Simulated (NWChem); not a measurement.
## Atomisation of H$_{2}$Ge

```xyz
3

Ge     0.0000     0.0000     0.0664
H     -1.1425     0.0000    -1.0616
H      1.1425     0.0000    -1.0616
```
Charge 0, spin multiplicity 1.

The numbers come from NWChem runs, not from measurements. Structure: optimised with B3LYP/def2-SVP, a minimum by its harmonic frequencies.

Basis set: def2-TZVP. The atomisation energy is electronic alone: no zero-point, thermal, spin-orbit or counterpoise terms. No value is extrapolated to the basis-set limit. Free atoms are single determinants with multiplicities Ge 3, H 2. Correlated methods freeze the same cores in atoms and molecule, 9 orbitals in all.

```csv
method,atomisation energy (kcal/mol)
B3LYP,142.6
CAM-B3LYP,142.4
PBE,138.6
CCSD(T),136.1
LC-wPBE (omega 0.3 per bohr),135.9
PBE0,137.0
HF,97.4
M06-2X,137.0
MP2,128.6
```

The values span 45.3 kcal/mol, from HF (lowest) to B3LYP (highest). 

The Hamiltonian is non-relativistic. The correlated methods keep 9 core orbitals frozen. B3LYP has NWChem's definition, with VWN1-RPA local correlation. The structure started from a generated list of species. No SCF solution was tested for a lower state. Open-shell Hartree-Fock references start from PBE0 orbitals. Coupled-cluster values serve here as a point of comparison, not as the truth.
